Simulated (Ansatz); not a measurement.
The same hydrogenolysis along the group C, Si, Ge.

Gas-phase electronic energies from Ansatz, PBE0-D4/def2-TZVP geometries. CBS: MP2 limit from def2 TZ/QZ plus the TZ coupled-cluster correction, frozen cores. This one scheme is used for every species. Functionals use def2-TZVPP. For Ge, Zn outer-core shells are correlated without core-valence functions, which leaves a few kJ/mol of doubt a bond. Scalar relativity is left out up to krypton.

```
                                       reaction  CCSD(T)/CBS(def2) (kcal/mol)
            `C[O][ZnH]` + H₂ → `[ZnH2]` + CH₃OH                             ?
     `[SiH3][O][ZnH]` + H₂ → `[ZnH2]` + silanol                          15.5
`[ZnH][O][GeH3]` + H₂ → `[ZnH2]` + `[OH][GeH3]`                          12.5
```

(1) Fill in the missing values. (Best estimate.)

Largest T1 diagnostic: 0.017, for `C[O][ZnH]`.

## Answers

(1) The calculation gave: `C[O][ZnH]` + H₂ → `[ZnH2]` + CH₃OH: +6.5 kcal/mol.
